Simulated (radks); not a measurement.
Task: Yb+, configuration [Xe] 4f14 6s1. Calculated with a radial shooting solver on a logarithmic mesh with Libxc functionals: Dirac Kohn-Sham, PBE, spin-unpolarised, spherical densities, finite nucleus; Fermi nuclear charge, rms radius 5.3108 fm. Some entries of the table are withheld. Estimate them.

orbital  occ.  eigenvalue (hartree)  <1/r> (bohr^-1)
1s1/2       2             -2247.473            80.61
2s1/2       2             -380.7682            19.46
2p1/2       2             -363.2414            19.44
2p3/2       4             -324.7646            16.69
3s1/2       2             -86.01157            7.134
3p1/2       2             -78.26659            7.051
3p3/2       4             -70.09965            6.345
3d3/2       4             -56.90294            6.233
3d5/2       6             -55.11856            6.063
4s1/2       2             -17.11808            2.985
4p1/2       2             -13.98229              (1)
4p3/2       4             -12.13407              (2)
4d3/2       4              -6.97434            2.406
4d5/2       6              -6.63790            2.346
5s1/2       2              -2.26364            1.104
5p1/2       2              -1.41785              (3)
5p3/2       4              -1.19393              (4)
4f5/2       6              -0.38493            1.750
6s1/2       1              -0.34081           0.3544
4f7/2       8              -0.33652            1.715

Result: 
(1) 4p1/2 <1/r> (bohr^-1): 2.875
(2) 4p3/2 <1/r> (bohr^-1): 2.629
(3) 5p1/2 <1/r> (bohr^-1): 0.9657
(4) 5p3/2 <1/r> (bohr^-1): 0.8782
